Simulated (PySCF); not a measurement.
# Exercise with solution: oscillator strength and radiative lifetime

C3H9NSi2, SMILES C#C[Si@@H](C)N[SiH3].

Geometry optimised at B3LYP-D3(BJ)/def2-SVP. The structure was generated by enumeration; whether it is a known compound was not checked. One conformer was computed; it need not be the lowest.

TDA-LC-ωPBE/def2-SVPD (PySCF) puts the first singlet state with f over 0.02 at 7.80 eV (vertical), with the transition dipole (-0.295, -0.007, 0.147) in atomic units.

Q: Find the oscillator strength, the wavelength and the radiative lifetime that this transition would have in vacuum if emission retraced absorption.

A: 
|μ|² = 0.1087 au, so |μ| = 0.84 D. ΔE = 7.80/27.211 = 0.2866 hartree. f = (2/3) ΔE |μ|² = 0.021 (the program prints 0.021).
λ = 1239.84/7.80 = 159 nm; ν = 62911 cm⁻¹.
Einstein's coefficient A = 0.6670 ν² f s⁻¹ (ν in cm⁻¹) = 5.5e7 s⁻¹, so τ = 1/A = 18 ns. This state is S5; the lower singlets have f = 0.000, 0.002, 0.001, 0.019. The figure is the radiative limit of this one transition; relaxation, internal conversion, crossing to triplets and a medium change what is measured.
